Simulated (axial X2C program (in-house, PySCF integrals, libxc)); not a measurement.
## How long does SrBr⁺ take?

A bond scan computed with an in-house relativistic program for diatomic molecules. Basis: Sr dyall-cv3z [13s12p8d5f1g], Br dyall-cv3z [8s9p6d4f1g] (cores contracted in-house).

Input file and command:
```json
{"zs": [38, 35], "q": 1, "bas": ["dyall-cv3z", "dyall-cv3z"], "levels": ["PBE0", "HF", "BHandHLYP"], "cc": true, "r0": 2.99, "thr": -1.0, "nmax": 90, "npts": 10, "nst": 2, "ntry": 6}
```
```bash
python so2c.py task.json out
```

Keys: zs atomic numbers; q charge; bas basis sets; levels methods; cc coupled cluster on or off; r0 starting distance in Å; thr threshold in hartree for freezing inner shells (an s shell follows its p shell); nmax most natural virtual spinors; npts points on the curve; nst determinants followed; ntry starts of the search. HF also brings MP2.

Hardware: 1 thread of Arm Neoverse V1, with other jobs on the host.

Wall time of one point of each curve, integrals apart:

| Hamiltonian | level | points | seconds a point |
| --- | --- | --- | --- |
| spin-free | PBE0 | 10 | 0.62 |
| spin-free | HF | 10 | 0.33 |
| spin-free | CCSD(T) (8 electrons, 78 virtuals) | 7 | 1.7 |
| spin-free | BHandHLYP | 10 | 0.6 |
| 2c | PBE0 | 10 | 0.92 |
| 2c | HF | 10 | 0.6 |
| 2c | CCSD(T) (8 electrons, 78 virtuals) | 7 | 2.1 |
| 2c | BHandHLYP | 10 | 0.88 |

The rest:

Search with its distance optimisation 53 s, atoms 13 s, whole task 140 s. Coupled cluster runs on the points near the minimum only. The program drops outer points, and coupled cluster, when its time limit (not in the input) nears; MP2, further determinants and curves that did not converge are not in the table.
